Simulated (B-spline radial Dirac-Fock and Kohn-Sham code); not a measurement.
**Two-hole binding energies of Mo⁶⁺**

System: the Mo⁶⁺ ion in the configuration [Ar] 3d10 4s2 4p6.

Model: ΔSCF Dirac-Fock with Breit, self-energy and vacuum polarisation, finite nucleus, configuration average. Program: a radial finite-basis atomic code. U is the two-hole binding energy less the two single-hole energies, the effective repulsion of the holes after relaxation. Each two-hole energy is an average over J within one jj subconfiguration.

```csv
holes,E(a) (eV),E(b) (eV),E(ab) (eV),U (eV)
1s⁻²,20100.2,20100.2,40852.9,652.5
1s⁻¹ 2p1/2⁻¹,20100.2,2728.4,23014.0,185.4
1s⁻¹ 3p1/2⁻¹,20100.2,513.7,20673.5,59.6
2s⁻¹ 2p3/2⁻¹,2974.2,2623.4,5700.5,102.9
2p3/2⁻²,2623.4,2623.4,5372.1,125.2
2s⁻¹ 3d3/2⁻¹,2974.2,329.9,3357.6,53.5
2p3/2⁻¹ 3s⁻¹,2623.4,607.8,3282.8,51.5
2p1/2⁻¹ 3d3/2⁻¹,2728.4,329.9,?,?
2p1/2⁻¹ 3d5/2⁻¹,2728.4,326.7,3109.1,54.0
2p3/2⁻¹ 3d3/2⁻¹,2623.4,329.9,3007.6,54.2
2p3/2⁻¹ 3d5/2⁻¹,2623.4,326.7,3002.7,52.6
3p1/2⁻¹ 3p3/2⁻¹,513.7,495.9,1051.1,41.5
3d3/2⁻²,329.9,329.9,703.8,44.0
3d3/2⁻¹ 3d5/2⁻¹,329.9,326.7,701.1,44.6
```

Question: Give the missing two-hole energy and U.

Answer: E(ab) = 3110.5 eV and U = 52.2 eV.

Values without a named source are computed, but for edge energies of neutral atoms, which are taken from tables.
